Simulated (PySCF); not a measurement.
C6H5O, SMILES [c]1cccc(c1)O, multiplicity 2. Coordinates come from a PBE-D3(BJ)/def2-SVP optimisation. The isomer is the one that the SMILES or the coordinates give; other isomers of the formula were not compared. One conformer was computed; it need not be the lowest.

Method: PBE-D3(BJ)/def2-SVP (PySCF).

Harmonic wavenumbers (cm⁻¹): 218, 386, 401, 416, 508, 514, 601, 645, 714, 803, 807, 828, 933, 957, 1026, 1051, 1123, 1143, 1213, 1281, 1368, 1423, 1471, 1560, 1624, 3095, 3111, 3119, 3128, 3698. Rotational constants (GHz): 5.999, 2.614, 1.821; symmetry number 1.

Question: Work out the zero-point energy and the ideal-gas rigid-rotor harmonic-oscillator thermochemistry at 298.15 K and 1 atm.

Answer: ZPE = ½ Σ hcν = ½ × 39164 cm⁻¹ = 55.99 kcal/mol. H − E(el) = 60.10 kcal/mol. Entropy in cal/(mol K): translation 39.51, rotation 26.82, vibration 8.47, spin 1.38, total 76.17. G − E(el) = 37.39 kcal/mol. Cp = 24.10 cal/(mol K).
